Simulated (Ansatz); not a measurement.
`[OH][In]([OH])[F]` + HBr → `[OH][In]([F])[Br]` + H₂O at 700 K and 1 bar (ligand exchange at the In–O bond).

Computed with Ansatz on PBE0-D4/def2-TZVP structures; ΔE is electronic, products minus reactants. CCSD(T)/CBS adds triple-zeta CCSD(T) − MP2 to the extrapolated MP2 energy (def2 sets, frozen cores). This one scheme is used for every species. def2 core potentials past Kr. For Br, In outer-core shells are correlated without core-valence functions, which leaves a few kJ/mol of doubt a bond. Scalar relativity is left out up to krypton. Each species was taken in one conformer, which may not be the lowest.

```csv
species,CCSD(T)/CBS energy (Eh),H − E (kJ/mol),S (J/(mol·K))
`[OH][In]([OH])[F]`,-441.22071,133.4,424.6
HBr,-2573.91920,36.5,223.7
`[OH][In]([F])[Br]`,-2938.80145,96.4,429.9
H₂O,-76.37941,80.5,218.4
```

H − E and S are ideal-gas, rigid-rotor, harmonic terms from PBE0-D4/def2-TZVP, for one conformer and one mirror image of each species. 1 Eh = 2625.50 kJ/mol, R = 8.31446 J/(mol·K).

Problem. By hand: ΔE, ΔH, ΔS and ΔG.

Solution. ΔE = (-2938.80145) + (-76.37941) − (-441.22071) − (-2573.91920) = -0.04095 Eh = -107.5 kJ/mol. Δ(H − E) = 96.4 + 80.5 − 133.4 − 36.5 = 7.0, so ΔH = -100.5 kJ/mol. ΔS = 429.9 + 218.4 − 424.6 − 223.7 = 0.0 J/(mol·K). ΔG = -100.5 − 700 × (0.0)/1000 = -100.5 kJ/mol.

Problem. By hand: the equilibrium constant, and the temperature at which ΔG would vanish if ΔH and ΔS stayed fixed.

Solution. log₁₀ K = −ΔG/(RT ln 10) = 7.5. With ΔH or ΔS at zero there is no such temperature.

The number of gas molecules stays the same, so ΔS is small and ΔH decides. A doubt of 5 kJ/mol in ΔE shifts log₁₀ K by 0.4 here. Other conformers and mirror images would add mixing entropy, several J/(mol·K) or more a flexible species. These are equilibria of isolated gas molecules and say nothing of rates. Largest T1 diagnostic: 0.017 (customary marks: 0.02 for closed shells, 0.045 for open ones).

ΔS is within the doubt of such terms, so its sign, and with it that verdict, could turn.
